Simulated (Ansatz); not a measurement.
`CC[SiH](F)[SiH3]` + HCl → `F[SiH]([SiH3])Cl` + `CC` at 298.15 K and 1 bar (ligand exchange at the Si–C bond).

Program: Ansatz. Geometries: PBE0-D4/def2-TZVP. ΔE: electronic, gas phase. CCSD(T)/CBS adds triple-zeta CCSD(T) − MP2 to the extrapolated MP2 energy (def2 sets, frozen cores). This one scheme is used for every species. One conformer a species, not always the lowest.

```
           species  CCSD(T)/CBS energy (Eh)  H − E (kJ/mol)  S (J/(mol·K))
`CC[SiH](F)[SiH3]`               -759.53732           293.2          383.2
               HCl               -460.38127            26.6          186.8
`F[SiH]([SiH3])Cl`              -1140.23962           120.5          343.9
              `CC`                -79.71954           207.7          227.7
```

H − E and S are ideal-gas, rigid-rotor, harmonic terms from PBE0-D4/def2-TZVP, for one conformer and one mirror image of each species. 1 Eh = 2625.50 kJ/mol, R = 8.31446 J/(mol·K).

Task: By hand: ΔE, ΔH, ΔS and ΔG.

Result: ΔE = (-1140.23962) + (-79.71954) − (-759.53732) − (-460.38127) = -0.04057 Eh = -106.5 kJ/mol. Δ(H − E) = 120.5 + 207.7 − 293.2 − 26.6 = 8.4, so ΔH = -98.1 kJ/mol. ΔS = 343.9 + 227.7 − 383.2 − 186.8 = 1.6 J/(mol·K). ΔG = -98.1 − 298.15 × (1.6)/1000 = -98.6 kJ/mol.

Task: By hand: the equilibrium constant, and the temperature at which ΔG would vanish if ΔH and ΔS stayed fixed.

Result: log₁₀ K = −ΔG/(RT ln 10) = 17.3. ΔH and −TΔS have one sign here, so there is no such temperature. One of them is within its doubt of zero, so this could turn.

The number of gas molecules stays the same, so ΔS is small and ΔH decides. A doubt of 5 kJ/mol in ΔE shifts log₁₀ K by 0.9 here. Other conformers and mirror images would add mixing entropy, several J/(mol·K) or more a flexible species. These are equilibria of isolated gas molecules and say nothing of rates. Largest T1 diagnostic: 0.012 (customary marks: 0.02 for closed shells, 0.045 for open ones).
